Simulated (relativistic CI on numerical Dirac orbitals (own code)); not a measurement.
Magnetism of Ru⁵⁺, 4d3, in a crystal field

Calculated by Dirac-Coulomb-Breit CI, orbitals from a KLI potential per configuration, model QED, valence Slater integrals scaled by 0.65, one configuration in a parametric crystal field (own radial code).

Field parameters in Wybourne normalisation: D3d B²₀ = −7Dσ, B⁴₀ = −14Dq − 21Dτ, B⁴₃ = −14√(10/7) Dq; D4h B²₀ = −7Ds, B⁴₀ = 21(Dq − Dt), B⁴₄ = 21√(5/14) Dq; Td as Oh with Dq negative (B⁴₀ = 21Dq, B⁴₄ = √(5/14) B⁴₀). The field is a parameter set, without covalency.

S is read from ⟨S²⟩ = S(S + 1).

Powder χT (cm³ K mol⁻¹) by Van Vleck's formula, with temperature-independent terms:

```tsv
Field	2 K	5 K	10 K	20 K	50 K	100 K	200 K	300 K
D3d, 10Dq = 20450, Dσ = -110, Dτ = 230 cm⁻¹	1.01	1.15	1.33	1.46	1.52	1.54	1.55	1.56
D3d, 10Dq = 37950, Dσ = 160, Dτ = -450 cm⁻¹	1.1	1.24	1.43	1.58	1.65	1.67	1.68	1.68
D4h, 10Dq = 36400, Ds = 1720, Dt = 1170 cm⁻¹	1.09	1.28	1.46	1.56	1.6	1.61	1.62	1.63
Td, 10Dq = -14600 cm⁻¹	0.322	0.323	0.324	0.327	0.335	0.349	0.377	0.405
Td, 10Dq = -19600 cm⁻¹	0.298	0.299	0.3	0.302	0.307	0.316	0.334	0.352
```

For D3d, 10Dq = 20450, Dσ = -110, Dτ = 230 cm⁻¹: what effective moment follows at 300 K?

μ_eff = √(8χT) = 3.53 μB. The ground level has S = 1.49; the spin-only moment for S = 3/2 is 3.88 μB. The difference comes from the orbital moment, spin-orbit mixing of terms and temperature-independent paramagnetism, all larger in this ionic model than in covalent complexes.
